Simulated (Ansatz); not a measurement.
Ansatz (a program for electronic structure) input for CH₆F₂OSi₂, SMILES OC([SiH2]F)[SiH2]F, PBE-D3(BJ)/def2-SVP. 

Ansatz 0.2 input:
```yaml
crystal:
  periodic: [false, false, false]
  atoms:
    - {symbol: O, position_ang: [0.31793762, -1.67718472, -0.00000000]}
    - {symbol: C, position_ang: [-0.22581313, -0.34480446, -0.00000000]}
    - {symbol: Si, position_ang: [0.20222832, 0.55559631, -1.59337701]}
    - {symbol: F, position_ang: [-0.53643639, -0.15947459, -2.85457638]}
    - {symbol: Si, position_ang: [0.20222831, 0.55559630, 1.59337702]}
    - {symbol: F, position_ang: [-0.53643638, -0.15947459, 2.85457637]}
    - {symbol: H, position_ang: [1.28076817, -1.60788732, -0.00000000]}
    - {symbol: H, position_ang: [-1.32686331, -0.45718741, 0.00000000]}
    - {symbol: H, position_ang: [-0.24617113, 1.97290380, -1.54439821]}
    - {symbol: H, position_ang: [1.67163863, 0.45970889, -1.81394649]}
    - {symbol: H, position_ang: [-0.24617114, 1.97290381, 1.54439821]}
    - {symbol: H, position_ang: [1.67163862, 0.45970889, 1.81394650]}
basis:
  gaussian:
    orbitals: def2-SVP
hamiltonian:
  xc: pbe
  dispersion: d3bj
relax: {f_tol: 0.002, max_steps: 200}
```

It prints:

```
WARN ansatz: RAYON_NUM_THREADS=2 ignored (pool sized by the plan → 2); use --threads N
Functional definition: PBE
integrals: 0.07 GiB planned
1337 factors; their error is unknown
mean field: 0.37 GiB planned
mean field evaluation 1: about -24336.5431 eV, gradient 6.4e1 eV
mean field evaluation 2: about -24312.8525 eV, gradient 1.3e2 eV
mean field evaluation 4: about -24344.3012 eV, gradient 9.4e0 eV
mean field evaluation 8: about -24344.4834 eV, gradient 2.3e-1 eV
mean field evaluation 16: about -24344.3856 eV, gradient 1.2e-4 eV
mean field -24344.38555038 eV, -894.6396677594 hartree, gradient 5.4e-5 eV, S^2 0.000000; 0 other end points of the search recorded, 0 dependent functions left out
the calculation of the forces begins
reference -24344.38558785 eV, -894.6396691362 hartree; 33, 33 occupied and 89, 89 virtual orbitals, 1337 factors
relax step   1: F+E_penalty+E_count = -24344.66046813 eV  Δ(F+E_penalty+E_count) = +0.000e0 eV  max|allowed force component| = 5.328e-1 eV/Å  Δτ_max = 0.0000 Å  (30 SCF iters, accepted)
these checks for a lower state are left out or cut short: starts, cluster_reference, orbital_swaps, neighbouring_geometries, increment
integrals: 0.07 GiB planned
1337 factors; their error is unknown
mean field: 0.37 GiB planned
mean field -24344.40967088 eV, -894.6405541714 hartree, gradient 1.7e-5 eV, S^2 0.000000; 0 other end points of the search recorded, 0 dependent functions left out
the calculation of the forces begins
reference -24344.40970836 eV, -894.6405555486 hartree; 33, 33 occupied and 89, 89 virtual orbitals, 1337 factors
relax step   2: F+E_penalty+E_count = -24344.68283242 eV  Δ(F+E_penalty+E_count) = -2.236e-2 eV  max|allowed force component| = 1.767e-1 eV/Å  Δτ_max = 0.0284 Å  (31 SCF iters, accepted)
these checks for a lower state are left out or cut short: starts, cluster_reference, orbital_swaps, neighbouring_geometries, increment
integrals: 0.07 GiB planned
1337 factors; their error is unknown
mean field: 0.37 GiB planned
mean field evaluation 32: about -24344.4148 eV, gradient 6.0e-4 eV
mean field -24344.41480422 eV, -894.6407428179 hartree, gradient 1.7e-5 eV, S^2 0.000000; 0 other end points of the search recorded, 0 dependent functions left out
the calculation of the forces begins
reference -24344.41484175 eV, -894.6407441971 hartree; 33, 33 occupied and 89, 89 virtual orbitals, 1337 factors
relax step   3: F+E_penalty+E_count = -24344.68691167 eV  Δ(F+E_penalty+E_count) = -4.079e-3 eV  max|allowed force component| = 5.158e-2 eV/Å  Δτ_max = 0.0166 Å  (32 SCF iters, accepted)
these checks for a lower state are left out or cut short: starts, cluster_reference, orbital_swaps, neighbouring_geometries, increment
integrals: 0.07 GiB planned
1337 factors; their error is unknown
mean field: 0.37 GiB planned
mean field -24344.41503755 eV, -894.6407513929 hartree, gradient 1.8e-5 eV, S^2 0.000000; 0 other end points of the search recorded, 0 dependent functions left out
the calculation of the forces begins
reference -24344.41507505 eV, -894.6407527709 hartree; 33, 33 occupied and 89, 89 virtual orbitals, 1337 factors
relax step   4: F+E_penalty+E_count = -24344.68713777 eV  Δ(F+E_penalty+E_count) = -2.261e-4 eV  max|allowed force component| = 1.045e-2 eV/Å  Δτ_max = 0.0037 Å  (25 SCF iters, accepted)
these checks for a lower state are left out or cut short: starts, cluster_reference, orbital_swaps, neighbouring_geometries, increment
integrals: 0.07 GiB planned
1337 factors; their error is unknown
mean field: 0.37 GiB planned
mean field -24344.41503357 eV, -894.6407512465 hartree, gradient 5.5e-5 eV, S^2 0.000000; 0 other end points of the search recorded, 0 dependent functions left out
the calculation of the forces begins
reference -24344.41507107 eV, -894.6407526245 hartree; 33, 33 occupied and 89, 89 virtual orbitals, 1337 factors
relax step   5: F+E_penalty+E_count = -24344.68715284 eV  Δ(F+E_penalty+E_count) = -1.507e-5 eV  max|allowed force component| = 3.013e-3 eV/Å  Δτ_max = 0.0015 Å  (21 SCF iters, accepted)
these checks for a lower state are left out or cut short: starts, cluster_reference, orbital_swaps, neighbouring_geometries, increment
integrals: 0.07 GiB planned
1337 factors; their error is unknown
mean field: 0.37 GiB planned
mean field -24344.41504031 eV, -894.6407514943 hartree, gradient 5.1e-5 eV, S^2 0.000000; 0 other end points of the search recorded, 0 dependent functions left out
the calculation of the forces begins
reference -24344.41507781 eV, -894.6407528724 hartree; 33, 33 occupied and 89, 89 virtual orbitals, 1337 factors
relax step   6: F+E_penalty+E_count = -24344.68715738 eV  Δ(F+E_penalty+E_count) = -4.537e-6 eV  max|allowed force component| = 4.251e-3 eV/Å  Δτ_max = 0.0012 Å  (21 SCF iters, accepted)
these checks for a lower state are left out or cut short: starts, cluster_reference, orbital_swaps, neighbouring_geometries, increment
integrals: 0.07 GiB planned
1337 factors; their error is unknown
mean field: 0.37 GiB planned
mean field -24344.41505586 eV, -894.6407520655 hartree, gradient 6.5e-5 eV, S^2 0.000000; 0 other end points of the search recorded, 0 dependent functions left out
the calculation of the forces begins
reference -24344.41509336 eV, -894.6407534436 hartree; 33, 33 occupied and 89, 89 virtual orbitals, 1337 factors
relax step   7: F+E_penalty+E_count = -24344.68716015 eV  Δ(F+E_penalty+E_count) = -2.773e-6 eV  max|allowed force component| = 3.659e-3 eV/Å  Δτ_max = 0.0018 Å  (20 SCF iters, accepted)
these checks for a lower state are left out or cut short: starts, cluster_reference, orbital_swaps, neighbouring_geometries, increment
integrals: 0.07 GiB planned
1337 factors; their error is unknown
mean field: 0.37 GiB planned
mean field -24344.41506059 eV, -894.6407522395 hartree, gradient 3.8e-5 eV, S^2 0.000000; 0 other end points of the search recorded, 0 dependent functions left out
the calculation of the forces begins
reference -24344.41509809 eV, -894.6407536175 hartree; 33, 33 occupied and 89, 89 virtual orbitals, 1337 factors
relax step   8: F+E_penalty+E_count = -24344.68716072 eV  Δ(F+E_penalty+E_count) = -5.684e-7 eV  max|allowed force component| = 1.722e-3 eV/Å  Δτ_max = 0.0007 Å  (20 SCF iters, accepted)
integrals: 0.07 GiB planned
1337 factors; their error is unknown
mean field: 0.37 GiB planned
mean field evaluation 64: about -24344.4151 eV, gradient 3.8e-5 eV
mean field -24344.41506059 eV, -894.6407522395 hartree, gradient 3.8e-5 eV, S^2 0.000000; 1 other end points of the search recorded, 0 dependent functions left out
the calculation of the forces begins
reference -24344.41509809 eV, -894.6407536175 hartree; 33, 33 occupied and 89, 89 virtual orbitals, 1337 factors
Total energy: -24344.68719822 eV, -894.6507531129 hartree
Atom 0 at     0.311015    -1.686736     0.000000 Å, force     0.000524    -0.001032    -0.000000 eV/Å
Atom 1 at    -0.222662    -0.343640     0.000000 Å, force    -0.000752     0.001722     0.000000 eV/Å
Atom 2 at     0.200428     0.559400    -1.614862 Å, force    -0.000076    -0.000112     0.000165 eV/Å
Atom 3 at    -0.538317    -0.179293    -2.878900 Å, force     0.000076    -0.000060    -0.000077 eV/Å
Atom 4 at     0.200428     0.559400     1.614862 Å, force    -0.000076    -0.000112    -0.000165 eV/Å
Atom 5 at    -0.538317    -0.179293     2.878900 Å, force     0.000076    -0.000060     0.000077 eV/Å
Atom 6 at     1.284584    -1.608894    -0.000000 Å, force     0.000135    -0.000473    -0.000000 eV/Å
Atom 7 at    -1.333501    -0.450396     0.000000 Å, force    -0.000001    -0.000242     0.000000 eV/Å
Atom 8 at    -0.252029     1.991707    -1.586297 Å, force     0.000077     0.000084    -0.000026 eV/Å
Atom 9 at     1.684474     0.458221    -1.832583 Å, force    -0.000030     0.000100    -0.000002 eV/Å
Atom 10 at    -0.252029     1.991708     1.586297 Å, force     0.000077     0.000084     0.000026 eV/Å
Atom 11 at     1.684473     0.458221     1.832583 Å, force    -0.000030     0.000100     0.000002 eV/Å
Dipole moment:     0.310696     0.318785    -0.000000 e Å
```

The run converged.
